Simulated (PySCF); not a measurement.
Radial density of Pr⁺ (praseodymium, charge +1)

r2SCAN, [Xe] 4f2 6s2, one real determinant (an excited configuration). Calculation: PySCF 2.14, in x2c-TZVPPall (11s7p7d4f2g, 113 functions); scalar relativity by spin-free X2C-1e.

```
r (bohr)  4πr²ρ (e/bohr)  4πr²(ρα − ρβ)
  0.0274           69.26         0.0014
  0.0461           79.24         0.0027
  0.0776           102.1        -0.0006
   0.131           75.32         0.0079
   0.220           88.31         0.1903
   0.369           36.47         0.9746
   0.621           37.98         1.9635
    1.04           13.03         1.4585
    1.76           6.035         0.3792
    2.96           1.114         0.0201
    4.97          0.3939        -0.0043
    8.36        0.005205        -0.0006
    14.1       1.010e-05         0.0000
```

Densities and radii are taken from the X2C orbitals without a picture-change correction, which distorts them close to the nucleus.

⟨L²⟩ = 24.01 against 30 for a pure H term, so this real determinant mixes terms. Spin-orbit coupling, absent here, splits the open shell strongly.

Question: Where is the radial spin density 4πr²(ρα − ρβ) most negative, and why is it negative at all?

Answer: Around r = 4.97 bohr, down to -0.0043 e/bohr: exchange with the open shell polarises the paired shells in an unrestricted calculation.
